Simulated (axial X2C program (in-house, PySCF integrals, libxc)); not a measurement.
Outer orbitals of ICl at 2.338 Å, PBE50

Calculated with an in-house all-electron X2C program for linear molecules (integrals from PySCF). Spin-free means the one-electron spin-free X2C Hamiltonian; two-component (2c) means X2C with spin–orbit coupling and atomic mean-field two-electron Coulomb and Gaunt terms, so the difference of the two also holds small scalar two-electron terms. Basis: I dyall-cv3z [11s12p8d4f1g], Cl dyall-av3z [9s8p3d2f] (cores contracted in-house); Gaussian nuclei, density fitting, unrestricted open shells. Masses: I 126.904 u, Cl 34.969 u.

The distance is close to the 2c PBE0 minimum; the highest filled and lowest empty levels are listed.

Spin-free orbitals, state M_S = 0, Λ = 0 (closed shell) (Löwdin shares):

| symmetry | occupied | ε (eV) | atomic character |
| --- | --- | --- | --- |
| σα | yes | -26.48 | 79% Cl s, 11% I s, 5% I p |
| σα | yes | -21.40 | 68% I s, 13% Cl s, 12% Cl p |
| σα | yes | -13.00 | 55% Cl p, 35% I p, 5% I s |
| π+α | yes | -11.85 | 77% Cl p, 20% I p |
| π-α | yes | -11.85 | 77% Cl p, 20% I p |
| π-α | yes | -9.09 | 73% I p, 22% Cl p, 3% Cl d |
| π+α | yes | -9.09 | 73% I p, 22% Cl p, 3% Cl d |
| σα | no | -2.72 | 47% I p, 26% Cl p, 11% I d |
| σα | no | 1.52 | 69% Cl s, 11% Cl p, 8% I s |
| σα | no | 1.96 | 80% Cl p, 16% Cl s, 2% I d |
| π-α | no | 2.16 | 95% Cl p, 3% I p |
| π+α | no | 2.16 | 95% Cl p, 3% I p |

One partner of each degenerate Kramers or spin pair is listed.

Spinors with spin–orbit coupling (state Ω = 0):

| ω | occupied | ε (eV) | atomic character | λ mixture |
| --- | --- | --- | --- | --- |
| 1/2 | yes | -26.43 | 78% Cl s, 11% I s, 5% I p | 100% σ |
| 1/2 | yes | -21.40 | 68% I s, 13% Cl s, 12% Cl p | 100% σ |
| 1/2 | yes | -13.04 | 52% Cl p, 38% I p, 5% I s | 96% σ, 4% π |
| 1/2 | yes | -11.89 | 73% Cl p, 24% I p | 97% π, 3% σ |
| 3/2 | yes | -11.71 | 79% Cl p, 18% I p | 100% π |
| 1/2 | yes | -9.40 | 67% I p, 28% Cl p, 3% Cl d | 98% π, 2% σ |
| 3/2 | yes | -8.79 | 75% I p, 19% Cl p, 4% Cl d | 100% π |
| 1/2 | no | -2.68 | 48% I p, 26% Cl p, 11% I d | 99% σ, 1% π |
| 1/2 | no | 1.53 | 68% Cl s, 12% Cl p, 8% I s | 100% σ |
| 1/2 | no | 1.97 | 79% Cl p, 16% Cl s, 2% I d | 100% σ |
| 1/2 | no | 2.16 | 95% Cl p, 3% I p | 100% π |

One partner of each degenerate Kramers or spin pair is listed.

Q: How does the gap between the highest filled and lowest empty level change from the spin-free to the 2c table?

A: From 6.37 to 6.11 eV at PBE50, a change of -0.26 eV.

Mulliken charges and populations of the two-component result (they depend on the basis, above all on diffuse functions):

I 0.23 e (s 9.96 p 22.72 d 20.07 f 0.02), Cl -0.23 e (s 5.98 p 11.19 d 0.06 f 0.01).

Occupations by symmetry block were frozen at the best pattern of an incomplete PBE0 search.
